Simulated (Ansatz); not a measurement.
Abridged output of a molecular run in Ansatz:

```
Functional definition: HF
895 factors; integrals over basis functions are off by at most 1.2e-3 eV
mean field evaluation 1: about -23262.9600 eV, gradient 4.2e1 eV
mean field evaluation 2: about -23262.9643 eV, gradient 4.2e1 eV
mean field evaluation 4: about -23266.9254 eV, gradient 3.7e0 eV
mean field evaluation 8: about -23267.0143 eV, gradient 3.2e-1 eV
mean field evaluation 16: about -23266.9196 eV, gradient 3.7e0 eV
mean field -23267.01518692 eV, -855.0470371701 hartree, gradient 2.2e-6 eV, S^2 0.000000; 0 other end points of the search recorded, 0 dependent functions left out
13 core orbitals not correlated: weight in the atoms' cores, before any rotation towards them, 1.000 or more for the frozen orbitals, at most 0.000 for the correlated occupied ones
reference -23267.01518692 eV, -855.0470371701 hartree; 14, 14 occupied and 66, 66 virtual orbitals, 895 factors
second order -18.94654876 eV of doubles, -0.00000000 eV of singles
cycle   1  -19.16321085 eV  change   -2.2e-1 eV  update   1.2e-1
cycle   2  -19.70136519 eV  change   -5.4e-1 eV  update   3.6e-2
cycle   3  -19.84828484 eV  change   -1.5e-1 eV  update   1.9e-2
cycle   4  -19.83989587 eV  change    8.4e-3 eV  update   4.8e-3
cycle   5  -19.83985532 eV  change    4.1e-5 eV  update   2.3e-3
cycle   6  -19.84014417 eV  change   -2.9e-4 eV  update   8.3e-4
cycle   7  -19.83964984 eV  change    4.9e-4 eV  update   4.1e-4
cycle   8  -19.83953798 eV  change    1.1e-4 eV  update   1.6e-4
cycle   9  -19.83956657 eV  change   -2.9e-5 eV  update   5.7e-5
cycle  10  -19.83955497 eV  change    1.2e-5 eV  update   2.3e-5
perturbative correction -0.72130305 eV, -0.0265073983 hartree
Total energy: -23287.57604495 eV, -855.8026347658 hartree
```

Its atoms:

Z-matrix (Å, degrees):
```
Si
O 1 1.628
C 1 1.825 2 124.0
S 1 2.100 2 121.8 3 66.8
H 1 1.472 2 106.1 3 -149.9
H 2 0.960 1 117.8 3 -35.6
N 3 1.252 1 162.3 2 -69.3
H 7 1.020 3 110.6 1 -3.4
```

(1) Which basis set was used?
A. def2-SVP
B. def2-TZVPP
C. def2-TZVPPD
D. cc-pV(Q+d)Z

(2) Write the keys of the input that set method, charge and spin (a neutral closed shell needs none for the last two).

## Answers

(1) A. It gives 93 functions.

(2) 
```yaml
correlation: {method: ccsd_t}
```
